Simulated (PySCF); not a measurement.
## Polarisability and C₆ of Fe+ (iron, charge +1)

[Ar] 3d6 4s1, high-spin 6D determinant. All numbers are calculated (PySCF 2.14, the non-relativistic Hamiltonian (point nucleus), in aug-cc-pVTZ (8s7p5d3f2g, 93 functions)). Coupled (time-dependent) response in atomic units; α is the mean over directions.

```tsv
method	mean α (bohr³)	α xx, yy, zz	C₆ (like pair)	S(−4)
UHF	36.39	35.04, 35.04, 39.08	190.7	1268
PBE	25.52	25.13, 25.13, 26.31	127.1	527.2
PBE0	27.58	27.01, 27.01, 28.71	138.0	647.2
```

S(−4) is the Cauchy moment in α(ω) = α(0) + S(−4) ω² + …

α(iu) at UHF:

```
u (hartree)  α(iu) (bohr³)
          0          36.39
     0.0500          33.50
      0.100          27.25
      0.200          16.42
      0.300          10.66
      0.500          5.891
      0.750          3.726
       1.00          2.724
       1.50          1.751
       2.00          1.261
       3.00         0.7621
       5.00         0.3711
```

A single London oscillator, α(iu) = α/(1 + u²/ω²), gives C₆ = (3/4) ω α². Matching the computed C₆ needs ω = 4 × 190.7 / (3 × 36.39²) = 0.192 hartree.

For an ion, C₆ is the dispersion term alone; charge-induced terms of lower order in 1/R come first.

The components differ because the open shell of this determinant is not spherical; for a pure term their mean is the scalar polarisability.
